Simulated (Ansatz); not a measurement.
ClH$_{3}$NOSc (`[NH2][Sc]([OH])[Cl]`). Total charge 0; spin multiplicity 1.

Cartesian coordinates in Å:
```
N 0.225 1.127 0.869
Sc 0.071 -0.622 -0.008
O -0.641 -0.572 -1.716
Cl 0.778 -2.508 1.162
H 0.591 1.285 1.800
H -0.041 2.024 0.483
H -0.982 -0.735 -2.591
```

Problem. What are the harmonic wavenumbers in cm⁻¹ at PBE0-D4/def2-TZVP (Ansatz, finite differences of forces, unscaled)? (An estimate is asked.)

Solution. The calculation gave: 88, 107, 146, 264, 365, 382, 384, 463, 535, 670, 749, 1539, 3544, 3637, 3998.

Problem. Is this a minimum?

Solution. Yes, all 15 modes are real.

Problem. Give the ideal-gas thermochemistry at 298.15 K and 1 bar (rigid rotor, harmonic oscillator; point group Cs, symmetry number 1).

Solution. Zero-point energy 100.9 kJ/mol; H(298) − E = 122.0 kJ/mol; entropy 350.2 J/(mol·K), of which translation 167.9, rotation 113.4, vibration 69.0; G(298) − E = 17.6 kJ/mol. Modes under 100 cm⁻¹ are hindered rotations or soft bends, so the harmonic entropy is rough.
